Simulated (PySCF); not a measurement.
Predicted microwave data (PySCF 2.14.0, PBE0-D3(BJ)/def2-SVP geometry optimisation, gas phase) for one isomer of C7H11PS:

```
Rotational constants : A = 2325, B = 696.9, C = 653.8 MHz
Dipole components    : |μa| = 3.83 D, |μb| = 1.84 D, |μc| = 1.69 D
Inertial defect      : -169.57 u·Å²
κ                    : -0.95
```

Problem. Which candidate fits, each taken in the one conformer that was computed?
A. `[CH2:1]=[CH:2][C:3]1=[CH:4][CH2:5][P@@:6]([CH3:7])(=[S:8])[CH2:9]1` with C1–C2–C3–C4 -179°, C3–C4–C5–P6 16°, C4–C5–P6–C7 85°, C5–P6–C9–C3 20°, C2–C3–C9–P6 165°
B. `[CH3:1][CH2:2][P@@:3]1(=[S:4])[CH:5]=[CH:6][C:7]([CH3:8])=[CH:9]1` with C1–C2–P3–S4 -179°
C. `CC(C)(C)c1pccs1`

Solution. A. It is C=CC1=CC[P@@](C)(=S)C1, a near-prolate asymmetric top, point group C1. The candidates at the same level (rigid rotor, commonest isotopes):

```
                SMILES  A (MHz)  B (MHz)  C (MHz)  μa (D)  μb (D)  μc (D)  Δ (u·Å²)  point group                        rotor
C=CC1=CC[P@@](C)(=S)C1     2325    696.9    653.8    3.83    1.84    1.69   -169.57           C1  near-prolate asymmetric top
       CC(C)(C)c1pccs1     1954     1009    779.4    0.20    1.10    0.01   -110.99      near Cs               asymmetric top
CC[P@@]1(=S)C=CC(C)=C1     1590    950.3    749.5    4.26    3.00    0.34   -175.44           C1               asymmetric top
```

`CC(C)(C)c1pccs1` has B 45 % too high; `CC[P@@]1(=S)C=CC(C)=C1` has B 36 % too high. No structure here is proved a minimum.
